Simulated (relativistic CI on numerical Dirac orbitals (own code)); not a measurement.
**Cu XI: sensitivity of the levels to the model**

Base calculation: Dirac-Coulomb-Breit CI, KLI orbitals optimised for each configuration, model QED (radiative potential, 1s self-energy scaled to tabulated hydrogen-like ionisation energies), unscaled Slater integrals.

Configurations in the expansion (outside the closed core [Ne]): 3s2 3p6 3d, 3s2 3p5 3d2, 3s 3p6 3d2, 3s2 3p6 4s, 3s2 3p6 4p, 3s2 3p6 4d, 3s2 3p6 4f, 3s2 3p5 3d 4s, 3s2 3p6 5s, 3s2 3p6 5p, 3s2 3p5 3d 4p, 3s2 3p6 5d, 3p6 3d3, 3p5 3d4. Double excitations out of closed p, d and f shells are left out; levels of such configurations are missing from the list, as are those of other unlisted configurations, and high levels can miss mixing partners. These lack a partner that the ground configuration has and come out too high: 3s2 3p5 3d 4s, 3s2 3p5 3d 4p.

Variants: (1) only the first 3 configurations. Shifts of the energy above 3s2 3p6 3d 2D_3/2, in cm⁻¹, for the lowest level and the first level of each name with at least 55 % of one term (blank where a level changes its place among those of its configuration and J or its character, or is not in the variant):

```tsv
Level	Base	Δ(1)
3s2 3p6 3d 2D_3/2	0	0
3s2 3p6 3d 2D_5/2	3979	+11
3s2 3p5 3d2 4D°_1/2	482283	-596
3s2 3p5 3d2 4D°_3/2	484006	-595
3s2 3p5 3d2 4D°_5/2	486888	-595
3s2 3p5 3d2 4D°_7/2	491108	-593
3s2 3p5 3d2 4G°_11/2	510773	-622
3s2 3p5 3d2 4G°_9/2	512713	-622
3s2 3p5 3d2 4G°_7/2	515740	-620
3s2 3p5 3d2 4P°_5/2	517808	-582
3s2 3p5 3d2 4G°_5/2	519241	-602
3s2 3p5 3d2 4P°_3/2	523146	-573
3s2 3p5 3d2 4P°_1/2	527502	-577
3s2 3p5 3d2 4F°_3/2	529886	-571
```

At this charge energies of transitions that change n are usually good to better than 1 %, and those within a shell (Δn = 0) to a few per cent.

Ionisation energy from the two ground configurations alone: base 264.332 eV. The NIST ASD value (measured) is 265.33 eV.

LS names give the leading component of a level, which can be under half, so a name can repeat, a term be missing and a line seem to break the LS rules.
